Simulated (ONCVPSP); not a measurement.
Be: excitation energies, all-electron against ONCV

| Quantity | Value |
| --- | --- |
| Element | beryllium |
| Generator | ONCVPSP 4.0.1 |
| Type | optimised norm-conserving Vanderbilt (ONCV) |
| Functional | PW91 |
| Relativity | scalar-relativistic |
| Frozen core | none |
| Valence charge | 4 |
| Reference configuration | 1s2 2s2 |
| Partial waves | 1s+2s: rc 0.85 bohr, ncon 4, nbas 8, qcut 12.8 1/bohr, 2 projectors; p scattering state at 0.12 Ha: rc 0.75 bohr, ncon 4, nbas 7, qcut 13 1/bohr, 3 projectors, debl 0.9 Ha |
| Local potential | polynomial inside 0.60 bohr (lpopt 5, dvloc0 6 Ha) |
| Core correction | none |

Energies are relative to the spin-unpolarised reference configuration 1s2 2s2; without spin polarisation the order of configurations can differ from experiment.

```tsv
valence configuration	charge	ΔE all-electron (eV)	error AE − PS (meV)
1s2 2s1	+1	9.579	+0.6
1s2 2s0	+2	27.597	+4.6
1s2 2s0 2p2	0	7.260	+5.5
```

Task: What are ΔE and the potential's error for 1s2 2s1.5?

Result: ΔE = 3.775 eV all-electron; the error (AE − PS) is +0.1 meV.

Levels in the configuration 1s2 2s1.5:

```tsv
level	all-electron (eV)	pseudo (eV)
1s	-111.842	-111.823
2s	-9.527	-9.527
```

Note: no bound ghost flagged; GHOST(+) flagged for p at 95.9 eV.
